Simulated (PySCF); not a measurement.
Working out the ionisation energy of Kr²⁺

Kr²⁺ [Ar] 3d10 4s2 4p4 (3P) → Kr³⁺ [Ar] 3d10 4s2 4p3 (4S). All numbers are calculated (PySCF 2.14, scalar relativity by spin-free X2C-1e, in aug-cc-pVTZ-DK (7s6p4d2f, 59 functions)). Frozen: [Ar] 3d10. Energies in hartree (1 hartree = 27.21139 eV):

| part | Kr²⁺ (lower) | Kr³⁺ (upper) |
| --- | --- | --- |
| UHF | -2786.840038 | -2785.577988 |
| MP2 opposite-spin | -0.084204 | -0.060966 |
| MP2 same-spin | -0.024298 | -0.021339 |

**Question.** What does Hartree-Fock give?

**Answer.** (-2785.577988) − (-2786.840038) = 1.262050 hartree = 34.342 eV.

**Question.** What do MP2 and SCS-MP2 (6/5 opposite-spin, 1/3 same-spin) give?

**Answer.** The opposite-spin parts differ by 0.632 eV and the same-spin parts by 0.081 eV. MP2: 34.342 + (0.632) + (0.081) = 35.055 eV. SCS-MP2: 34.342 + 1.2 × (0.632) + (0.081)/3 = 35.127 eV.

A first-order spin-orbit estimate adds 0.233 eV to MP2 (valence), giving 35.288 eV against 35.838 ± 0.02 eV (measured; NIST Atomic Spectra Database, ionization energies).

What remains against the reference includes basis incompleteness, the frozen core and correlation beyond second order.
